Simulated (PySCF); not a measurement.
Me2PhSi(SeBu), C12H20SeSi.
Cartesian coordinates in Å at the PBE0-D3(BJ)/def2-SVP level; atoms count from 1:
```
atom  x, y, z in Å
C1    -4.3898   -0.3731   -1.1712
C2    -4.4158    0.3521    0.1668
C3    -3.0349    0.6836    0.7306
C4    -2.2221   -0.5442    1.1032
Se5   -0.4539   -0.1052    1.8529
Si6    0.7550   -0.4045   -0.0690
C7     0.7950   -2.2265   -0.5308
C8     0.0136    0.5754   -1.4924
C9     2.4973    0.2036    0.3045
C10    2.8597    0.8040    1.5186
C11    4.1641    1.2407    1.7467
C12    5.1344    1.0884    0.7580
C13    4.7950    0.4963   -0.4582
C14    3.4905    0.0589   -0.6780
H15   -3.9064   -1.3597   -1.0997
H16   -5.4070   -0.5394   -1.5570
H17   -3.8399    0.2103   -1.9280
H18   -4.9772   -0.2483    0.9048
H19   -4.9801    1.2933    0.0572
H20   -3.1434    1.3193    1.6244
H21   -2.4700    1.2872    0.0003
H22   -2.7311   -1.1334    1.8809
H23   -2.0722   -1.2160    0.2456
H24    1.4028   -2.3862   -1.4363
H25    1.2282   -2.8193    0.2882
H26   -0.2175   -2.6088   -0.7348
H27   -0.9929    0.2117   -1.7515
H28    0.6485    0.4725   -2.3874
H29   -0.0535    1.6435   -1.2387
H30    2.1114    0.9414    2.3050
H31    4.4231    1.7042    2.7019
H32    6.1568    1.4315    0.9347
H33    5.5510    0.3740   -1.2380
H34    3.2465   -0.4064   -1.6388
```

Level of theory: PySCF 2.14.0, PBE0-D3(BJ)/def2-SVP geometry optimisation, gas phase.

Take the most abundant isotopes and a rigid rotor. The values belong to one conformer with, in the numbering `[CH3:1][CH2:2][CH2:3][CH2:4][Se:5][Si:6]([CH3:7])([CH3:8])[c:9]1[cH:10][cH:11][cH:12][cH:13][cH:14]1`, C1–C2–C3–C4 -66°, C2–C3–C4–Se5 -179°, C3–C4–Se5–Si6 -98°, C4–Se5–Si6–C7 -69°, Se5–Si6–C9–C10 -4°.

**Question.** What are A, B and C (MHz)?

**Answer.** Ia = 515.96, Ib = 2166.58, Ic = 2402.67 u·Å²; 505379 MHz·u·Å²/I gives A = 979.5, B = 233.3, C = 210.3 MHz.

**Question.** Classify the top.

**Answer.** A near-prolate asymmetric top; Ray's κ = -0.940.

**Question.** Is it planar, by Δ = Ic − Ia − Ib?

**Answer.** Not planar: Δ = Ic − Ia − Ib = -279.87 u·Å². For a rigid frame Δ = −2 Σ m c², so Σ m c² = 139.93 u·Å² lies off the ab plane: 35.95 from hydrogen and 103.98 from heavier atoms. The atom farthest from that plane is 2.79 Å away.

**Question.** List the rotational levels J(Ka,Kc) to J = 2 (K).

**Answer.** Above 0(0,0), as E/k:
J = 1: 1(0,1) 0.021, 1(1,1) 0.057, 1(1,0) 0.058
J = 2: 2(0,2) 0.064, 2(1,2) 0.099, 2(1,1) 0.102, 2(2,1) 0.209, 2(2,0) 0.209
The levels of one J sum to (2J + 1)J(J + 1)(A + B + C)/3.

**Question.** Predict some low-J microwave lines.

**Answer.** The dipole components are |μa| = 0.55 D, |μb| = 1.61 D, |μc| = 0.11 D. The squared components, which scale the intensities, stand as 0.11 : 1.00 : 0.00 (a : b : c). Some of the stronger lines:

```
type  branch         J(Ka,Kc)   MHz  lower level (cm⁻¹)
   b       R  3(0,3) ← 2(1,2)   605               0.069
   b       Q  2(1,1) ← 2(0,2)   793               0.044
   b       Q  3(1,2) ← 3(0,3)   829               0.089
   a       R  2(1,2) ← 1(1,1)   864               0.040
   a       R  2(0,2) ← 1(0,1)   887               0.015
   b       R  1(1,1) ← 0(0,0)  1190               0.000
   a       R  3(1,3) ← 2(1,2)  1296               0.069
   a       R  3(2,2) ← 2(2,1)  1331               0.145
   a       R  3(2,1) ← 2(2,0)  1333               0.146
   a       R  3(1,2) ← 2(1,1)  1365               0.071
   b       R  2(1,2) ← 1(0,1)  1611               0.015
   b       R  3(1,3) ← 2(0,2)  2020               0.044
   b       Q  3(2,1) ← 3(1,2)  2207               0.116
   b       Q  3(2,2) ← 3(1,3)  2342               0.112
   b       R  2(2,1) ← 1(1,0)  3149               0.040
   b       R  2(2,0) ← 1(1,1)  3172               0.040
   b       R  3(2,2) ← 2(1,1)  3570               0.071
   b       Q  3(3,0) ← 3(2,1)  3786               0.190
   b       Q  3(3,1) ← 3(2,2)  3789               0.190
   b       R  3(3,0) ← 2(2,1)  5120               0.145
```

PBE0-D3(BJ)/def2-SVP frequencies: not computed here. Zero-point vibration and centrifugal distortion are left out. A rigid rotor knows nothing of internal rotation, which can split or shift real lines.

Time: 6.2 min wall, 15 min CPU; peak memory 3.4 GiB. Hardware: 2 threads, AMD EPYC 9R45 (x86_64), no GPU, shared host with 96 logical CPUs at a one-minute load of 53. These figures are those of the optimisation.
